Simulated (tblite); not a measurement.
C₅H₈Cl₂Si.
Z-matrix (Å and degrees, GFN2-xTB geometry), rows numbered from 1:
```
Cl
C   1  1.7456
C   2  1.3234  1  120.42
Si  3  1.8758  2  121.87  1  -178.02
C   4  1.9044  3  102.30  2     5.20
C   5  1.5142  4  109.45  3   -34.96
Cl  6  1.7932  5  108.45  4   -57.49
C   2  1.4987  1  112.35  3  -178.94
H   3  1.0794  2  118.85  1     1.37
H   4  1.4672  3  110.25  2   121.16
H   4  1.4626  3  111.61  2  -115.32
H   5  1.0904  4  111.08  3    84.66
H   5  1.0891  4  111.55  3  -156.17
H   6  1.0950  5  111.51  4  -173.21
H   8  1.0962  2  108.61  1    80.62
H   8  1.0932  2  108.56  1   -35.56
```

Computed with GFN2-xTB (tblite): harmonic, unscaled wavenumbers at the GFN2-xTB geometry, gas phase. This tight-binding method is rough: wavenumbers can miss measured ones by several per cent, in bad cases by 10 to 20. Modes of hydrogen on silicon can be 10 to 20 % off. One conformer, not necessarily the lowest.

Harmonic wavenumbers (cm⁻¹): 59.7, 106.8, 160.4, 230.5, 258.5, 307.6, 342.7, 365.1, 430.7, 489.8, 537.3, 563.0, 637.1, 652.1, 735.7, 778.6, 787.8, 802.2, 813.2, 841.3, 901.1, 953.5, 1010.2, 1086.3, 1154.8, 1166.4, 1219.8, 1233.4, 1248.6, 1304.2, 1341.3, 1443.5, 1472.3, 1666.2, 2234.9, 2274.8, 2913.5, 2925.3, 2973.9, 2985.3, 3008.6, 3078.5.

A = 1721, B = 895.5, C = 722.7 MHz; mass 165.977 u (most abundant isotopes); point group C1, symmetry number 1.

What is the zero-point energy?

Half the sum of the wavenumbers: 24748 cm⁻¹ = 70.76 kcal/mol.

Entropy at 350 K, 1 bar (ideal gas, RRHO, classical rotation)?

Translation 42.05, rotation 30.52, vibration 27.81: S = 100.4 cal/(mol K).

And Cp and H(350 K) − H(0)?

Cp = 40.82 cal/(mol K), of which vibrations give 32.88 (their classical limit is 42 R = 83.5); H(350 K) − H(0) = 8.26 kcal/mol without the zero-point energy, 5.48 from vibrations.

Blend soft modes into free rotors: weight 1/[1 + (100 cm⁻¹/ν̃)⁴] for the oscillator and the rest for a rotor with moment μB/(μ + B), μ = h/(8π²ν), B = 10⁻⁴⁴ kg m². What vibrational entropy results?

26.37 cal/(mol K) in place of 27.81, which changes −T·S at 350 K by +0.50 kcal/mol.

How do the functions run with temperature in this model?

```tsv
T (K)	S (cal/(mol K))	Cp (cal/(mol K))	H − H(0) (kcal/mol)	G − H(0) (kcal/mol)	ln q(vib)
100	67.9	15.8	1.13	-5.66	0.99
200	82.0	26.0	3.21	-13.18	2.87
300	94.5	36.2	6.33	-22.01	5.01
500	117.0	52.2	15.28	-43.20	9.53
800	144.9	66.2	33.25	-82.64	16.15
1000	160.3	72.1	47.12	-113.19	20.24
```

q(vib) and H(0) count from the zero-point level.

What must be added to the electronic energy to get the Gibbs energy at 350 K and 1 bar?

ZPE + [H(350 K) − H(0)] − T·S = 70.76 + 8.26 − 35.14 = 43.88 kcal/mol.

Hindered rotation and anharmonicity are outside this model. Other conformers, if any are populated, would add a mixing term that is left out. The structure is chiral; the term R ln 2 for an equal mix with its mirror image is left out.
